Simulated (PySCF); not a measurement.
C4H11AlO2, SMILES CCC[CH2][Al]([OH])[OH] at its GFN2-xTB optimised geometry (Å):

```
18

Al     0.0260    -1.7186     0.0000
O      1.6725    -1.7186     0.0000
H      2.6174    -1.7217     0.0014
O     -0.9236    -3.0637    -0.0151
H     -1.4490    -3.8492    -0.0200
C     -0.9278     0.0500     0.0000
C     -0.0133     1.2400     0.2834
C     -0.7066     2.5916     0.0861
C     -1.8090     2.8522     1.1065
H     -1.4122     0.1907    -0.9711
H     -1.7396     0.0079     0.7290
H      0.3636     1.1769     1.3066
H      0.8519     1.1944    -0.3822
H      0.0424     3.3839     0.1665
H     -1.1278     2.6374    -0.9213
H     -1.4147     2.7800     2.1182
H     -2.6174     2.1336     1.0001
H     -2.2231     3.8492     0.9706
```

Method: PySCF with PBE0/def2-SVP. Cells within 0.4 Å of a nucleus heavier than hydrogen are left out (blank, or x).

Map of the deformation density (molecule minus spherical neutral atoms) (e/bohr³) on the plane z = 0.8 Å:

```
|1111111111111111111111111111111|
|1111111111111111111111111111111|
|1111111111111111111111111111111|
|1111111111111111111111111111111|
|1111111110111111111111111111111|
|1111111112421111111111111111111|
|1111111116930011111111111111111|
|1111111114642112111111111111111|
|1111111124xx8201111111111111111|
|1111111149635100011111111111111|
|1111111125300011001111111111111|
|1111111111100014411111111111111|
|1111111111100019931111111111111|
|1111111111110013411111111111111|
|1111111111143111011111111111111|
|1111111111295100011111111111111|
|1111111111133211111111111111111|
|1111111111111221111211111111111|
|1111111111111110012211111111111|
|1111111111111100013321111111111|
|1111111111111100013321111111111|
|1111111111122210012211111111111|
|1111111111122321111111111111111|
|1111111111112322111111111111111|
|1111111111111121111111111111111|
|1111111111111111111111111111111|
|1111111111111111111111111111111|
|1111111111111111111111111111111|
|1111111111111111111111111111111|
|1111111111111111111111111111111|
|1111111111111111111111111111111|
```
Scale: ten equal steps from -0.016 (start of '0') to 0.069 (end of '9'), in the order '0123456789'; x runs from -6.00 to 6.00, y from -6.00 (bottom) to 6.00 (top).
